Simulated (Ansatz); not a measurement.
`C[SiH]1CC1`. The species carries charge 0 and has multiplicity 1.

Z-matrix (Å, degrees):
```
C
Si 1 1.862
H 1 1.092 2 111.2
H 1 1.092 2 111.2 3 120.5
H 1 1.092 2 109.9 3 -119.7
C 2 1.844 1 120.7 3 149.0
C 2 1.844 1 120.7 3 90.4
H 2 1.481 1 115.0 3 -60.3
H 6 1.085 2 120.0 1 147.0
H 6 1.086 2 119.5 1 0.8
H 7 1.085 2 120.0 1 -147.1
H 7 1.086 2 119.5 1 -0.9
```

List the harmonic frequencies (cm⁻¹, unscaled) at PBE0-D4/def2-TZVP in Ansatz. (Best estimate.)

Ansatz gave: 143, 195, 198, 480, 604, 633, 696, 730, 736, 762, 814, 870, 912, 956, 1014, 1020, 1195, 1278, 1416, 1431, 1446, 1453, 2247, 3053, 3129, 3132, 3137, 3142, 3200, 3216.

Is this a minimum?

Yes, all 30 modes are real.

Give the ideal-gas thermochemistry at 298.15 K and 1 bar (rigid rotor, harmonic oscillator; point group Cs, symmetry number 1).

Zero-point energy 258.6 kJ/mol; H(298) − E = 276.6 kJ/mol; entropy 311.2 J/(mol·K), of which translation 162.2, rotation 104.5, vibration 44.5; G(298) − E = 183.8 kJ/mol.

Rotational constants (cm⁻¹)?

0.3984, 0.1324, 0.1299.
